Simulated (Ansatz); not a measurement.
Input file for Ansatz (a program for electronic structure): R-PBE0/def2-TZVPP on BH3 (SMILES B).

Ansatz 0.2 input:
```yaml
crystal:
  periodic: [false, false, false]
  atoms:
    - {symbol: B, position_ang: [0.00004685, 0.00000566, 0.00002423]}
    - {symbol: H, position_ang: [1.18947942, -0.00983460, -0.00966042]}
    - {symbol: H, position_ang: [-0.58632188, 1.03492433, -0.00135392]}
    - {symbol: H, position_ang: [-0.60320439, -1.02509538, 0.01109011]}
basis:
  gaussian:
    orbitals: def2-TZVPP
hamiltonian:
  xc: {name: PBE0}
scf: {lower_state_search: off}
```

Problem. What total energy does the run end on?

Solution. -26.5663 hartree.
